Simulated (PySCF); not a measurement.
**One molecule, a ladder of functionals, a line**

Molecule: SMILES C=C[CH2][Al]([F])[F], C$_{3}$H$_{5}$AlF$_{2}$.

Numbering as in the mapped SMILES `[CH2:1]=[CH:2][CH2:3][Al:4]([F:5])[F:6]` (H(Xn): hydrogen on atom n). Ha(C1) is cis to C3; Hb(C1) is trans to C3.

GIAO shieldings (ppm, equivalent atoms averaged) in PySCF 2.14.0 with density-fitted response routines on the PBE0-D3(BJ)/def2-SVP geometry, basis pcSseg-2, gas phase, non-relativistic:

```csv
functional,exact exchange (%),σ(C1),σ(C3),σ(Al4),σ(F5/F6)
BLYP,0,47.9,160.5,431.9,314.6
BP86,0,50.8,164.7,435.5,315.2
PBE,0,50.6,165.0,435.4,314.7
PBE0,25,53.7,172.4,449.5,334.5
mPW1PW91,25,53.2,171.9,450.3,336.0
BHandHLYP,50,54.6,174.5,458.1,347.9
HF,100,64.6,185.9,486.1,372.5
```

Question: Fit each shielding as a line in the percentage of exact exchange.

Answer: σ(C1) = 49.6 + 0.14 x (rms 1.2 ppm); σ(C3) = 164.4 + 0.22 x (rms 2.0 ppm); σ(Al4) = 435.0 + 0.51 x (rms 1.9 ppm); σ(F5/F6) = 317.0 + 0.58 x (rms 2.8 ppm). The functionals also differ in their semilocal parts, which the line can't hold; Hartree–Fock has no correlation at all.

Question: What does the line predict for B3LYP (20 %), and what does the run give?

Answer: σ(C1): 52.4 predicted, 50.3 computed; σ(C3): 168.8 predicted, 166.8 computed; σ(Al4): 445.2 predicted, 442.6 computed; σ(F5/F6): 328.6 predicted, 329.9 computed ppm.
